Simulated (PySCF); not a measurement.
BeCl$_{2}$, triplet, at a GFN2-xTB geometry (such geometries of metal compounds can be far from the true shape) (a higher spin typed on purpose: for a closed-shell molecule this is an excited state); DF-HF/def2-TZVP (PySCF).

Input for PySCF:
```python
from pyscf import gto, scf

mol = gto.Mole()
mol.atom = '''
    Be    0.858522   -0.707640    0.714230
    Cl    0.828096    0.311750   -0.974438
    Cl   -1.030102   -0.145246    0.806384
'''
mol.basis = 'def2-tzvp'
mol.charge = 0
mol.spin = 2
mol.verbose = 4
mol.build()

mf = scf.UHF(mol)
mf = mf.density_fit(auxbasis='def2-universal-jkfit')
mf.kernel()
mf.analyze()
```

It wrote (shortened):

```
PySCF version 2.14.0

[INPUT] verbose = 4
[INPUT] num. atoms = 3
[INPUT] num. electrons = 38
[INPUT] charge = 0
[INPUT] spin (= nelec alpha-beta = 2S) = 2
[INPUT] symmetry False subgroup None
[INPUT] Mole.unit = angstrom
[INPUT] Symbol           X                Y                Z      unit          X                Y                Z       unit  Magmom
[...]
nuclear repulsion = 94.9861246455838
number of shells = 35
number of NR pGTOs = 154
number of NR cGTOs = 93
basis = def2-tzvp
ecp = {}

******** <class 'pyscf.df.df_jk.DFUHF'> ********
method = DFUHF
initial guess = minao
damping factor = 0
level_shift factor = 0
DIIS = <class 'pyscf.scf.diis.CDIIS'>
diis_start_cycle = 1
diis_space = 8
diis_damp = 0
SCF conv_tol = 1e-09
SCF conv_tol_grad = None
SCF max_cycles = 50
direct_scf = False
number electrons alpha = 20  beta = 18
Set gradient conv threshold to 3.16228e-05
******** <class 'pyscf.df.df.DF'> ********
auxbasis = def2-universal-jkfit
init E= -933.892637989047

cycle= 1 E= -933.594054145081  delta_E= 0.299  |g|= 0.182  |ddm|= 1.08
cycle= 2 E= -933.634106815769  delta_E= -0.0401  |g|= 0.0778  |ddm|= 0.299
cycle= 3 E= -933.641169090838  delta_E= -0.00706  |g|= 0.0342  |ddm|= 0.121
cycle= 4 E= -933.643041921015  delta_E= -0.00187  |g|= 0.00923  |ddm|= 0.0821
cycle= 5 E= -933.643223886638  delta_E= -0.000182  |g|= 0.00345  |ddm|= 0.0268
cycle= 6 E= -933.643249689522  delta_E= -2.58e-05  |g|= 0.00163  |ddm|= 0.00792
cycle= 7 E= -933.643257318045  delta_E= -7.63e-06  |g|= 0.000843  |ddm|= 0.00411
cycle= 8 E= -933.643260357789  delta_E= -3.04e-06  |g|= 0.00047  |ddm|= 0.00267
cycle= 9 E= -933.643261526086  delta_E= -1.17e-06  |g|= 0.000273  |ddm|= 0.00178
cycle= 10 E= -933.643261960354  delta_E= -4.34e-07  |g|= 0.000118  |ddm|= 0.00131
cycle= 11 E= -933.643262036416  delta_E= -7.61e-08  |g|= 2.85e-05  |ddm|= 0.000658
cycle= 12 E= -933.643262038865  delta_E= -2.45e-09  |g|= 7.27e-06  |ddm|= 0.00011
cycle= 13 E= -933.64326203896  delta_E= -9.53e-11  |g|= 2.52e-06  |ddm|= 2.04e-05
Extra cycle  E= -933.643262038965  delta_E= -4.32e-12  |g|= 1.24e-06  |ddm|= 3.45e-06
converged SCF energy = -933.643262038965  <S^2> = 2.0241506  2S+1 = 3.0160574
**** SCF Summaries ****
Total Energy =                        -933.643262038964735
Nuclear Repulsion Energy =              94.986124645583786
One-electron Energy =                -1478.383222305942581
Two-electron Energy =                  449.753835621393932
Two-electron Coulomb Energy =          507.643661768798722
[...]
spin_pop of  1 Cl 3dz^2     0.00286
spin_pop of  1 Cl 3dxz     -0.00268
spin_pop of  1 Cl 3dx2-y2   -0.00016
spin_pop of  1 Cl 4dxy      0.00010
spin_pop of  1 Cl 4dyz      0.00079
spin_pop of  1 Cl 4dz^2     0.00095
spin_pop of  1 Cl 4dxz     -0.00009
spin_pop of  1 Cl 4dx2-y2    0.00021
spin_pop of  1 Cl 4f-3     -0.00001
spin_pop of  1 Cl 4f-2      0.00006
spin_pop of  1 Cl 4f-1      0.00034
spin_pop of  1 Cl 4f+0      0.00015
spin_pop of  1 Cl 4f+1     -0.00001
spin_pop of  1 Cl 4f+2      0.00015
spin_pop of  1 Cl 4f+3      0.00003
spin_pop of  2 Cl 1s       -0.00000
spin_pop of  2 Cl 2s        0.00000
spin_pop of  2 Cl 3s        0.02557
spin_pop of  2 Cl 4s        0.01272
spin_pop of  2 Cl 5s        0.00003
spin_pop of  2 Cl 2px       0.00000
spin_pop of  2 Cl 2py       0.00000
spin_pop of  2 Cl 2pz       0.00001
spin_pop of  2 Cl 3px       0.15332
spin_pop of  2 Cl 3py       0.05058
spin_pop of  2 Cl 3pz       0.32052
spin_pop of  2 Cl 4px       0.00405
spin_pop of  2 Cl 4py       0.00022
spin_pop of  2 Cl 4pz       0.00026
spin_pop of  2 Cl 5px       0.00155
spin_pop of  2 Cl 5py       0.00018
spin_pop of  2 Cl 5pz      -0.00013
spin_pop of  2 Cl 6px       0.00003
spin_pop of  2 Cl 6py       0.00002
spin_pop of  2 Cl 6pz       0.00007
spin_pop of  2 Cl 3dxy      0.00005
spin_pop of  2 Cl 3dyz      0.00022
spin_pop of  2 Cl 3dz^2     0.00136
spin_pop of  2 Cl 3dxz     -0.00216
spin_pop of  2 Cl 3dx2-y2    0.00244
spin_pop of  2 Cl 4dxy      0.00014
spin_pop of  2 Cl 4dyz      0.00013
spin_pop of  2 Cl 4dz^2     0.00061
spin_pop of  2 Cl 4dxz      0.00001
spin_pop of  2 Cl 4dx2-y2    0.00106
spin_pop of  2 Cl 4f-3      0.00008
spin_pop of  2 Cl 4f-2      0.00010
spin_pop of  2 Cl 4f-1     -0.00001
spin_pop of  2 Cl 4f+0      0.00003
spin_pop of  2 Cl 4f+1      0.00022
spin_pop of  2 Cl 4f+2      0.00006
spin_pop of  2 Cl 4f+3      0.00023
 ** Mulliken Spin Density (per atom)  **
spin density of  0 Be =      0.85285
spin density of  1 Cl =      0.57358
spin density of  2 Cl =      0.57357
 ** Mulliken pop alpha/beta on meta-lowdin orthogonal AOs **
 ** Mulliken pop       alpha | beta **
In total            20.00000 | 18.00000
 ** Mulliken atomic charges   ( Nelec_alpha | Nelec_beta ) **
charge of  0Be =      0.78198  (     2.03543      1.18258 )
charge of  1Cl =     -0.39099  (     8.98228      8.40871 )
charge of  2Cl =     -0.39099  (     8.98228      8.40871 )
Dipole moment(X, Y, Z, Debye): -0.41395,  0.34120, -0.34438
```
